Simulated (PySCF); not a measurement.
**Bond length, frequency and bond energy of BiH⁺ by level of theory**

State: ²Π (doublet), unpaired electrons π ↑. Set-up: Bi def2-TZVP with ECP60, H def2-TZVP; scalar-relativistic core potentials (PySCF 2.14). De refers to Bi⁺ + H in their high-spin ground configurations, without counterpoise correction. The functionals are run spin-unrestricted. A positive dipole points towards H; it is taken about the centre of mass and depends on that origin.

```tsv
Level	Re (Å)	ωe (cm⁻¹)	De (eV)	μ (D)
UHF	1.768	1988	n/a	0.05
UHF-MP2	1.772	1943	n/a	n/a
UHF-SCS-MP2	1.777	1932	n/a	n/a
UHF-CCSD	1.783	1887	n/a	n/a
UHF-CCSD(T)	1.787	1861	n/a	n/a
PBE	1.805	1814	n/a	-0.02
r²SCAN	1.789	1873	n/a	0.00
PBE0	1.785	1890	n/a	0.02
MN15	1.773	1920	n/a	-0.07
BHandHLYP	1.774	1939	n/a	0.01
CAM-B3LYP	1.779	1917	n/a	0.02
B2PLYP	1.784	1897	n/a	-0.01
```

The bond length runs from 1.768 Å (UHF) to 1.805 Å (PBE).

Correlated steps freeze 4 core orbitals. These are scalar-relativistic numbers at best; spin–orbit coupling would shift them, the dissociation energy most. B2PLYP dipoles, levels and charges come from its SCF part alone. The state was picked by a PBE0 search and need not be the measured ground state.
